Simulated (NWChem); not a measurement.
Atomisation of HBCl

```xyz
3

B      1.1572    -0.4681     0.0000
Cl    -0.4656     0.1221     0.0000
H      2.1283     0.2648     0.0000
```
Charge 0, spin multiplicity 2.

All runs are NWChem calculations. All single points use one geometry, from UPBE/def2-SVP, a minimum by its harmonic frequencies.

Basis set: def2-TZVP. The atomisation energy is electronic alone: no zero-point, thermal, spin-orbit or counterpoise terms. No value is extrapolated to the basis-set limit. Free atoms are single determinants with multiplicities B 2, Cl 2, H 2. Correlated methods freeze the same cores in atoms and molecule, 6 orbitals in all.

B3LYP has NWChem's definition, with VWN1-RPA local correlation. The structure started from a generated list of species. The unpaired electrons of the parent sit in orbitals of symmetry a' (Cs labels of the run); other states weren't searched. No SCF solution was tested for a lower state. Open-shell Hartree-Fock references start from PBE0 orbitals.

Order these methods by the atomisation energy they give, lowest first: TPSS, MP2, B3LYP, HF, r2SCAN.

HF (151.4 kcal/mol), MP2 (188.8 kcal/mol), B3LYP (189.9 kcal/mol), TPSS (194.9 kcal/mol), r2SCAN (197.7 kcal/mol)
